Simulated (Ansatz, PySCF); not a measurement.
Ansatz (a first-principles code) was given this input:
Ansatz 0.2 input:
```yaml
crystal:
  periodic: [false, false, false]
  atoms:
    - {symbol: Ga, position_ang: [0.00000000, 0.00000000, 0.00000000]}
basis:
  gaussian:
    orbitals: def2-SVPD
hamiltonian:
  xc: {name: wB97X-V}
magnetization: {spin_polarized: true, initial_magnetization: 1}
accuracy: high
```

### Question
Give the equivalent PySCF input.

### Answer
Several could match; the one computed here: 
```python
from pyscf import gto, scf, dft

mol = gto.M(
    atom='''
Ga    0.000000    0.000000    0.000000
''',
    basis='def2-svpd',
    charge=0,
    spin=1,
    verbose=4,
)

mf = dft.UKS(mol)
mf.xc = 'wb97x_v'
mf.grids.atom_grid = (99, 590)
mf.grids.prune = None
mf.kernel()
```

Both were run: Ansatz gave -1924.375984 Eh and PySCF -1924.375985 Eh, 0.000 mEh apart.
